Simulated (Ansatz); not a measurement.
Ansatz (a quantum-chemistry and plane-wave program) input (CCSD(T)/aug-cc-pV(D+d)Z):
A basis named .json is the Basis Set Exchange file of that set.

Ansatz 0.2 input:
```yaml
crystal:
  periodic: [false, false, false]
  atoms:
    - {symbol: Si, position_ang: [0.74010310, 0.20827413, -0.74527063]}
    - {symbol: C, position_ang: [1.77816733, -1.16121467, -0.10956583]}
    - {symbol: Cl, position_ang: [0.74004471, 1.86738642, 0.40201824]}
    - {symbol: O, position_ang: [-0.95750118, -0.40294185, -0.64948535]}
    - {symbol: Si, position_ang: [-1.81245084, -1.18354430, 0.71834873]}
    - {symbol: H, position_ang: [0.79393181, 0.52829736, -2.17428037]}
    - {symbol: H, position_ang: [1.63750798, -2.06750364, -0.70203679]}
    - {symbol: H, position_ang: [2.82852893, -0.86807333, -0.18311674]}
    - {symbol: H, position_ang: [1.57411879, -1.37713891, 0.94043172]}
    - {symbol: H, position_ang: [-3.15174080, -0.59159793, 0.63751310]}
    - {symbol: H, position_ang: [-0.99674484, -0.75748130, 1.85868065]}
    - {symbol: H, position_ang: [-1.74804545, -2.61810965, 0.42158465]}
    - {symbol: H, position_ang: [-1.51444296, -0.14935628, -1.40290165]}
basis:
  gaussian:
    orbitals: aug-cc-pV_D+d_Z.json
total_charge: 1
magnetization: {spin_polarized: false}
correlation: {method: ccsd_t, electrons: outside_noble_gas}
output: {forces: true}
```

End of the output:

```
integrals: 1.23 GiB planned
2119 factors; integrals over basis functions are off by at most 1.1e-3 eV
1.24 GiB of device memory are held for the factors and their scratch space
mean field: 1.50 GiB planned
mean field evaluation 1: about -31413.9725 eV, gradient 5.1e1 eV
mean field evaluation 2: about -31414.1118 eV, gradient 5.1e1 eV
mean field evaluation 4: about -31420.0495 eV, gradient 4.5e0 eV
mean field evaluation 8: about -31420.1249 eV, gradient 2.2e-1 eV
mean field evaluation 16: about -31418.3893 eV, gradient 2.8e1 eV
mean field -31420.12521613 eV, -1154.6683043670 hartree, gradient 6.6e-6 eV, S^2 0.000000; 0 other end points of the search recorded, 0 dependent functions left out
17 core orbitals not correlated
reference -31420.12521613 eV, -1154.6683043670 hartree; 16, 16 occupied and 181, 181 virtual orbitals, 2119 factors
densities: 8.22 GiB planned
second order -19.14535921 eV of doubles, -0.00000000 eV of singles
coupled cluster: 6.31 GiB planned
cycle   1  -20.35310273 eV  change    -1.2e0 eV  update   9.9e-2
cycle   2  -20.90434594 eV  change   -5.5e-1 eV  update   2.9e-2
cycle   3  -21.00046163 eV  change   -9.6e-2 eV  update   1.2e-2
cycle   4  -20.99545865 eV  change    5.0e-3 eV  update   2.8e-3
cycle   5  -20.99483926 eV  change    6.2e-4 eV  update   9.3e-4
cycle   6  -20.99482480 eV  change    1.4e-5 eV  update   2.8e-4
cycle   7  -20.99474030 eV  change    8.4e-5 eV  update   9.7e-5
cycle   8  -20.99474157 eV  change   -1.3e-6 eV  update   3.3e-5
cycle   9  -20.99474585 eV  change   -4.3e-6 eV  update   1.1e-5
cycle  10  -20.99474001 eV  change    5.8e-6 eV  update   3.8e-6
perturbative correction -0.61183550 eV, -0.0224845399 hartree
the calculation of the forces begins
1.24 GiB of device memory are held for the factors and their scratch space
Total energy: -31441.73179164 eV, -1155.4623313715 hartree
Atom 0 at     0.740103     0.208274    -0.745271 Å, force     0.292263     0.092874    -0.175168 eV/Å
Atom 1 at     1.778167    -1.161215    -0.109566 Å, force    -0.129052     0.114137    -0.079495 eV/Å
Atom 2 at     0.740045     1.867386     0.402018 Å, force     0.014965     0.322594     0.210678 eV/Å
Atom 3 at    -0.957501    -0.402942    -0.649485 Å, force    -0.100259     0.054148    -0.417926 eV/Å
Atom 4 at    -1.812451    -1.183544     0.718349 Å, force    -0.280255    -0.253912     0.418953 eV/Å
Atom 5 at     0.793932     0.528297    -2.174280 Å, force    -0.005705     0.020185    -0.127534 eV/Å
Atom 6 at     1.637508    -2.067504    -0.702037 Å, force    -0.062296    -0.398196    -0.267185 eV/Å
Atom 7 at     2.828529    -0.868073    -0.183117 Å, force     0.454177     0.127133    -0.024961 eV/Å
Atom 8 at     1.574119    -1.377139     0.940432 Å, force    -0.094192    -0.090477     0.475363 eV/Å
Atom 9 at    -3.151741    -0.591598     0.637513 Å, force    -0.113156     0.050288    -0.006456 eV/Å
Atom 10 at    -0.996745    -0.757481     1.858681 Å, force     0.089520     0.045335     0.113159 eV/Å
Atom 11 at    -1.748045    -2.618110     0.421585 Å, force     0.011669    -0.122259    -0.023964 eV/Å
Atom 12 at    -1.514443    -0.149356    -1.402902 Å, force    -0.077679     0.038150    -0.095466 eV/Å
Dipole moment:    -0.540892    -0.632346    -0.308265 e Å
```

It need not be the lowest isomer of its formula.
